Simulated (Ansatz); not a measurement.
`C=C(F)[SiH2]Cl` + `C[B]([AlH2])[GeH3]` → `C=C(F)[SiH2][AlH2]` + `C[B](Cl)[GeH3]`  (redistribution)

Isolated molecules relaxed with PBE0-D4/def2-TZVP in Ansatz; ΔE leaves out vibrations. CCSD(T)/CBS is the MP2 limit (def2-TZVPP, def2-QZVPP) plus CCSD(T) − MP2 in def2-TZVPP, frozen cores. For Ge outer-core shells are correlated without core-valence functions, which leaves a few kJ/mol of doubt a bond. Scalar relativity is left out up to krypton. One conformer a species, not always the lowest.

```
             species  CCSD(T)/CBS(def2) energy (Eh)
    `C=C(F)[SiH2]Cl`                     -927.17712
`C[B]([AlH2])[GeH3]`                    -2385.73273
`C=C(F)[SiH2][AlH2]`                     -710.54269
    `C[B](Cl)[GeH3]`                    -2602.38061
```

Task: Work out ΔE.

Result: ΔE = (-710.54269) + (-2602.38061) − (-927.17712) − (-2385.73273) = -0.01345 Eh = -35.3 kJ/mol.

Largest T1 diagnostic among the species: 0.013.

In def2-TZVPP, CCSD(T) changes the Hartree–Fock value by −12.6 kJ/mol (the triples alone add −2.7 kJ/mol) and MP2 by −11.1 kJ/mol.
